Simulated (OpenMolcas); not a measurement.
Ag2+ among 6 point charges of -1.7 e arranged as an octahedron (Oh).

| Property | Result |
| --- | --- |
| Program | OpenMolcas 26.06 |
| Method | CASSCF |
| Basis | ANO-RCC-VDZP [6s5p3d1f] |
| Scalar Hamiltonian | DKH2, point nucleus |
| Active space | 9 electrons in 5 orbitals (4d) |
| State averaging | 2S+1 = 2 even, 5 roots |
| Spin-orbit coupling | RASSI with atomic mean-field integrals over the reference wave functions |

All point charges move together. At R = 2.25 Å |10Dq| is 4153 cm-1, and at R = 2.51 Å it is 2496 cm-1.

Task: A third run gives 5210 cm-1. What distance was it run at?

Result: With a power law R^-n the two known points give n = -ln(2496 / 4153) / ln(2.51 / 2.25) = 4.66. Then R = 2.25 × (4153 / 5210)^(1/4.66) = 2.143 Å. The run was at 2.14 Å, so the estimate is off by +0.003 Å.

An orbital doublet at a regular site is open to a Jahn-Teller distortion, which this geometry leaves out. The ground term spreads over less than 5000 cm-1, several times less than with real ligands, so orbital moments are less quenched and χT lies further from the spin-only value than at real sites (holds for R = 2.25; R = 2.51). This is an electrostatic model: the charges have no orbitals. No measured value stands beside these numbers.
